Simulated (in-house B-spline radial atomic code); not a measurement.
Removing one electron from Be III (Be2+)

Closed shell 1s2. Computed with an all-electron radial atomic-structure program (B-spline basis): Koopmans values of Dirac-Hartree-Fock plus a diagonal self-energy, in second order or with its direct term screened (direct RPA, with the hole-particle interaction, or full time-dependent Hartree-Fock), linearised in energy; no-pair Dirac-Coulomb Hamiltonian, finite nucleus. Shifts add to the Koopmans value (the ΔSCF shift is orbital relaxation alone); the final value takes TDHF screening with Breit and QED.

Command:
```bash
python run_mb.py task.json out
```
Settings (nuclear radius in fm, box in bohr, cutoff in hartree):
```
basis_form          2
Z                   4
core_configuration  1s2
rms_radius          2.519
mass_number         9
speed_of_light      137.036
box_radius          16.642
lmax                7
intervals           66
virtual_cutoff      600.0
```

Run time, properties included: 1.1 s on 1 thread of AMD EPYC 7R43 64-Core Processor (shared host).

Energies in eV:

| subshell | Koopmans | ΔSCF shift | second order | direct RPA | hole-particle | TDHF | Breit + QED | final |
| --- | --- | --- | --- | --- | --- | --- | --- | --- |
| 1s1/2 | 154.24 | -1.520 | ? | ? | ? | ? | ? | ? |

Question: What does the self-energy do to 1s1/2?

Answer: It shifts the removal energy by -0.297 eV in second order, -0.021 with direct RPA, -0.386 with the hole-particle term and -0.459 with TDHF screening (quasi-particle weight 0.988); Breit and QED add -0.022 eV. The final value is 153.76 eV, against 153.896 eV (NIST, tabulated theory). Recoil and two-electron QED terms are left out.
